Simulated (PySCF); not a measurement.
# CHF3OSi

The system: CHF3OSi, a carbene (divalent C1, bonded to 1 O + 1 H); neutral, singlet. The structure, one conformer, was relaxed in the gas phase by PBE0-D3(BJ)/def2-SVP. No frequency run checks that it is a minimum.

The lowest triplet lies only 0.75 eV up at this geometry (Tamm-Dancoff CAM-B3LYP/def2-SVPD) and falls further when it relaxes, so it may lie near or below this singlet. Shieldings at and next to the centre that carries it rest on this small gap and are unreliable.

SMILES: [CH]O[Si](F)(F)F

| atom | x (Å) | y (Å) | z (Å) |
| --- | --- | --- | --- |
| C1 | 1.783 | 0.818 | 0.303 |
| O2 | 0.922 | -0.153 | 0.547 |
| Si3 | -0.624 | -0.473 | 0.009 |
| F4 | -0.633 | -1.893 | -0.695 |
| F5 | -1.086 | 0.646 | -1.022 |
| F6 | -1.596 | -0.489 | 1.261 |
| H7 | 1.266 | 1.511 | -0.428 |

Shieldings: GIAO PBE0/pcSseg-2. Shifts are against computed references at the same level: C TMS (σ 184.1 ppm), H TMS (σ 31.24 ppm), Si TMS (σ 341.3 ppm). Core levels by delta-SCF with SCAN, pcX-2 on the ionised atom and pcseg-1 elsewhere, spin-free X2C (2p3/2 is the spin-free 2p value less a third of a first-order spin-orbit splitting); from the vacuum level, for chosen atoms.

Question: Give the NMR and core-level values of the distinct atoms.

Answer: 
```tsv
atoms	bonded to	σ (ppm)	δ (ppm)	core level (eV)
C1	1 O + 1 H	-508.9	693.0	-
O2	1 C + 1 Si	-246.2	-	1s 541.24
Si3	3 F + 1 O	467.5	-126.2	2p3/2 111.61
F4 F6	1 Si	340.6	-	1s 694.41
F5	1 Si	353.5	-	1s 694.49
H7	1 C	11.47	19.77	-
```

Values are those of this one static structure; atoms that internal rotation interchanges would show their mean in an NMR spectrum.

Core levels of C1 are left out, their hole states being strongly spin-contaminated.

Question: By CAM-B3LYP/def2-SVPD (TDDFT singlets, Tamm-Dancoff triplets, ionisation by delta-SCF), where does absorption start, and what does vertical ionisation take?

Answer: The lowest singlet lies at 2.25 eV (f 0.005), the strongest of the first 6 at 6.96 eV (f 0.050), the lowest triplet at 0.75 eV; vertical ionisation takes 9.70 eV.
